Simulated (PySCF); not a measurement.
Electron correlation in Re (rhenium, neutral)

[Xe] 4f14 5d5 6s1 6p1, high-spin 8P determinant (an excited configuration). All numbers are calculated (PySCF 2.14, scalar relativity by spin-free X2C-1e, in x2c-TZVPPall). Frozen: [Xe] 4f14; 7 electrons correlated.

MP2 pair energies summed by pair of shells (mhartree):

```tsv
pair	energy	share (%)
5d-5d	-47.81	63.1
5d-6s	-16.24	21.4
5d-6p	-10.10	13.3
6s-6p	-1.65	2.2
```

Total MP2 correlation energy: -75.79 mhartree.

Same-spin part -75.79 and opposite-spin part 0.00 mhartree; SCS-MP2 scales them by 1/3 and 6/5 to -25.26 mhartree.

The basis was made for the ground configuration and has no added diffuse functions, which can raise the energy of the promoted electron.
